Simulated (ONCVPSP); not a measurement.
Reading a pseudo-wave (iron)

Columns: radius, all-electron u(r) and pseudo u(r) of the 3s shell (level -94.48 eV) of iron in the configuration [Ne] 3s2 3p6 3d6 4s1.75 4p0.25; PBE, scalar-relativistic, ONCV scheme, ONCVPSP 4.0.1.

| r (bohr) | all-electron | pseudo |
| --- | --- | --- |
| 0.080 | -0.0422 | 0.1274 |
| 0.160 | -0.6299 | 0.2669 |
| 0.240 | -0.5156 | 0.4250 |
| 0.320 | -0.0484 | 0.5995 |
| 0.400 | 0.4533 | 0.7781 |
| 0.480 | 0.8470 | 0.9427 |
| 0.560 | 1.0975 | 1.0739 |
| 0.640 | 1.2176 | 1.1567 |
| 0.720 | 1.2393 | 1.1847 |
| 0.800 | 1.1939 | 1.1602 |
| 0.880 | 1.1079 | 1.0928 |
| 0.960 | 1.0013 | 0.9968 |
| 1.040 | 0.8873 | 0.8866 |
| 1.120 | 0.7747 | 0.7746 |
| 1.200 | 0.6687 | 0.6686 |
| 1.280 | 0.5720 | 0.5719 |
| 1.360 | 0.4857 | 0.4856 |
| 1.440 | 0.4100 | 0.4099 |
| 1.520 | 0.3444 | 0.3443 |
| 1.600 | 0.2882 | 0.2881 |
| 1.680 | 0.2402 | 0.2402 |
| 1.760 | 0.1998 | 0.1997 |
| 1.840 | 0.1657 | 0.1656 |
| 1.920 | 0.1371 | 0.1371 |
| 2.000 | 0.1133 | 0.1133 |
| 2.080 | 0.0935 | 0.0935 |

Problem. How many radial nodes do the two functions have?

Solution. The all-electron 3s function has n − l − 1 = 2 (the table is too coarse to show those close to the nucleus); the pseudo-wave has 0, since the states of the same l below it are removed with the core.

Problem. At about which radius was the pseudo-wave matched?

Solution. 1.15 bohr, where the columns begin to agree (steps of 0.08 bohr).

Problem. Is the pseudo-wave norm-conserving?

Solution. Yes: the ONCV scheme keeps the norm inside the radius equal to the all-electron one, which fixes the energy derivative of the logarithmic derivative at the level.
